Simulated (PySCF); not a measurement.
Polarisability and C₆ of Ta⁺ (tantalum, charge +1)

[Xe] 4f14 5d4, high-spin 5D determinant (an excited configuration). All numbers are calculated (PySCF 2.14, a scalar-relativistic core potential, in aug-cc-pwCVTZ-PP with ECP60MDF). Coupled (time-dependent) response in atomic units; α is the mean over directions.

| method | mean α (bohr³) | α xx, yy, zz | C₆ (like pair) | S(−4) |
| --- | --- | --- | --- | --- |
| B97-3 | 33.66 | 31.12, 31.12, 38.74 | 233.4 | 990.2 |

S(−4) is the Cauchy moment in α(ω) = α(0) + S(−4) ω² + …

Spin-orbit coupling is absent.

α(iu) at B97-3:

```csv
u (hartree),α(iu) (bohr³)
0,33.66
0.0500,31.44
0.100,26.85
0.200,19.14
0.300,14.62
0.500,9.750
0.750,6.662
1.00,4.907
1.50,3.013
2.00,2.038
3.00,1.098
5.00,0.4570
```

For an ion, C₆ is the dispersion term alone; charge-induced terms of lower order in 1/R come first.

The components differ because the open shell of this determinant is not spherical; for a pure term their mean is the scalar polarisability.

Energies and moments cover only the electrons outside the core potential. Spin-orbit coupling, absent here, splits the open shell strongly.
